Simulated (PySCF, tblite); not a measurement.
Calculations on `CC#C[SiH2][Se][SiH2]O`, in the order of a workflow; each names the level of the geometry that it ran on. Settings lines and outputs come from a driver script.

C₃H₈OSeSi₂.
Atom-mapped SMILES: `[CH3:1][C:2]#[C:3][SiH2:4][Se:5][SiH2:6][OH:7]` (hydrogens: H8, H9, H10 on C1; H11, H12 on Si4; H13, H14 on Si6; H15 on O7)

Step 1: GFN2-xTB geometry optimisation, gas phase (tblite 0.8.0) (from a force-field or distance-geometry start)
```json
{"job": {"kind": "relax", "xc": "GFN2-xTB", "basis": "xTB"}, "charge": 0, "multiplicity": 1}
```
```
step      E/eV     max force
  0    -577.81950    2.586
  1    -577.97159    1.420
  2    -578.00721    2.199
...
140    -578.19330    0.017
141    -578.19337    0.013
142    -578.19340    0.012
143    -578.19342    0.012
144    -578.19345    0.010
```

Energy lowered by 8.6 kcal/mol over 144 steps; largest atomic force 0.010 eV/Å at the end. «max force» is the largest atomic force in eV/Å.

Hardware: one thread, Arm Neoverse N1 (aarch64), no GPU, shared host with 64 logical CPUs at a one-minute load of 60. Cost: 2.0 s.

Step 2: GFN2-xTB harmonic vibrations, gas phase (tblite 0.8.0) (on the GFN2-xTB geometry)
```json
{"job": {"kind": "ir", "xc": "GFN2-xTB", "basis": "xTB"}, "charge": 0, "multiplicity": 1}
```
```
(table of modes left out)
```

39 modes from 19 to 3466 cm⁻¹ (unscaled, harmonic); zero-point energy 58.9 kcal/mol; all wavenumbers are real at this level.

On Arm Neoverse N1, one thread (shared host), this took 1.1 s.

Step 3: TDDFT CAM-B3LYP/def2-SVPD, vertical, gas phase, core orbitals frozen in the response (PySCF 2.14.0, density-fitted response routines) (on the GFN2-xTB geometry)
```json
{"job": {"kind": "uv", "xc": "CAM-B3LYP", "basis": "def2-SVPD", "nstates": 8, "ntriplets": 3}, "charge": 0, "multiplicity": 1}
```
```
...
Static polarisability (au): isotropic 119.035, principal 93.345 122.580 141.181
Singlet excitations
state   eV       nm        f      main configurations
  1   5.1450    241.0   0.01484   H->L 0.92
  2   5.8220    213.0   0.00682   H->L+1 0.59, H-2->L 0.10
  3   5.8672    211.3   0.00635   H->L+3 0.41, H-2->L 0.22, H->L+1 0.09
  4   5.8801    210.9   0.00596   H->L+3 0.44, H-2->L 0.17, H->L+1 0.12
  5   6.1634    201.2   0.03047   H-1->L 0.31, H-2->L 0.19, H-2->L+2 0.08
  6   6.3098    196.5   0.01764   H-1->L+2 0.17, H-1->L+1 0.15, H-2->L+2 0.08
  7   6.4948    190.9   0.01359   H->L+2 0.31, H->L+4 0.18, H->L+6 0.11
  8   6.6745    185.8   0.08631   H-3->L 0.32, H-1->L 0.30, H->L+2 0.11
Triplet excitations (Tamm-Dancoff, eV): 4.7730 5.0472 5.3965
```

HOMO -8.08 eV, LUMO 0.18 eV; lowest singlet 5.14 eV; lowest triplet 4.77 eV (Tamm–Dancoff); mean polarisability 119.0 au.

On an Arm Neoverse N1 with one thread (shared host), this took 2.1 min of wall time and 1.1 GiB of memory at its peak.

Geometry of the electronic-property runs (GFN2-xTB):
```
atom  x, y, z in Å
C1    -2.7177   -0.1667    0.7796
C2    -1.6476    0.0628   -0.1633
C3    -0.7646    0.2495   -0.9658
Si4    0.6426    0.5740   -2.1216
Se5    2.3403    1.6063   -0.9650
Si6    2.4315    0.3344    0.9521
O7     0.9756    0.2772    1.6452
H8    -3.4170   -0.8988    0.3765
H9    -3.2500    0.7656    0.9678
H10   -2.3161   -0.5425    1.7208
H11    1.1200   -0.7125   -2.6287
H12    0.2550    1.5294   -3.1512
H13    3.3028    1.0515    1.8589
H14    2.8671   -0.9997    0.5552
H15    0.1737    0.3380    1.1177
```

 (This holds for the electronic-property runs.)

One conformer stands for the species.
